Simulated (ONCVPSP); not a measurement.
## Plane-wave convergence, ONCV potential for Re

| Item | Value |
| --- | --- |
| Element | rhenium |
| Generator | ONCVPSP 4.0.1 |
| Type | optimised norm-conserving Vanderbilt (ONCV) |
| Functional | BLYP |
| Relativity | scalar-relativistic |
| Frozen core | [Kr] 4d10 4f14 |
| Valence charge | 15 |
| Reference configuration | 5s2 5p6 5d5.5 6s1.5 |
| Partial waves | 5s+6s: rc 1.95 bohr, ncon 3, nbas 6, qcut 6.1 1/bohr, 3 projectors, debl 2.7 Ha; 5p: rc 1.70 bohr, ncon 3, nbas 6, qcut 9.9 1/bohr, 1 projector; 5d: rc 2.65 bohr, ncon 4, nbas 7, qcut 5.3 1/bohr, 3 projectors, debl 1.3 Ha |
| Local potential | polynomial inside 1.10 bohr (lpopt 5, dvloc0 6 Ha) |
| Core correction | none |

**Question.** For each optimised wave give the share of its norm inside rc, the residual kinetic energy above qcut (Ha) and the cutoffs (Ha) for errors of 10, 1, 0.1 and 0.01 mHa per electron.

**Answer.**

```
         wave  norm inside rc  residual KE  10 mHa  1 mHa  0.1 mHa  0.01 mHa
           5s           0.986      2.9e-06     5.2    9.1     14.0      16.8
           6s           0.120      6.4e-06     4.4   10.9     15.2      18.1
s projector 3           0.119      1.1e-04     9.1   15.2     19.3      37.3
           5p           0.880      8.5e-08    16.8   25.3     30.9      35.1
           5d           0.809      1.3e-05     8.8   10.9     12.7      15.0
d projector 2           0.176      6.7e-05     9.2   11.7     13.9      25.2
d projector 3           0.194      3.7e-04    10.7   13.1     16.0      24.5
```

The occupied waves need 25 Ha and 31 Ha for 1 and 0.1 mHa.
